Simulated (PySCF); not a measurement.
Gallium: highly charged ions in a basis for the neutral atom

Ga¹³⁺ [Ar], Ga¹⁴⁺ [Ne] 3s2 3p5. Computed with PySCF 2.14 in Sapporo-DKH3-DZP-2012, with scalar relativity by spin-free X2C-1e. No spin-orbit coupling, so a gap to NIST mixes the basis error with missing relativistic terms.

Changed run: basis of the neutral atom used for a highly charged ion. This setting is unsound on purpose.

```json
{"species": "Ga¹³⁺", "method": "UHF", "sound run (hartree)": "not run", "changed run (hartree)": "-1867.50143", "converged": "yes"}
{"species": "Ga¹³⁺", "method": "M06-2X", "sound run (hartree)": "not run", "changed run (hartree)": "-1868.52976", "converged": "yes"}
{"species": "Ga¹³⁺", "method": "TPSS", "sound run (hartree)": "not run", "changed run (hartree)": "-1868.44764", "converged": "yes"}
{"species": "Ga¹⁴⁺", "method": "UHF", "sound run (hartree)": "not run", "changed run (hartree)": "-1850.10455", "converged": "yes"}
{"species": "Ga¹⁴⁺", "method": "M06-2X", "sound run (hartree)": "not run", "changed run (hartree)": "-1851.07190", "converged": "yes"}
{"species": "Ga¹⁴⁺", "method": "TPSS", "sound run (hartree)": "not run", "changed run (hartree)": "-1850.99778", "converged": "yes"}
```

Ionisation energy of Ga¹³⁺:

| method | changed run (eV) | NIST (eV) |
| --- | --- | --- |
| UHF | 473.39 | 471.2 ± 1.4 |
| M06-2X | 475.05 | 471.2 ± 1.4 |
| TPSS | 474.83 | 471.2 ± 1.4 |

The contracted functions were made for the neutral atom and can be too rigid for a highly charged ion.
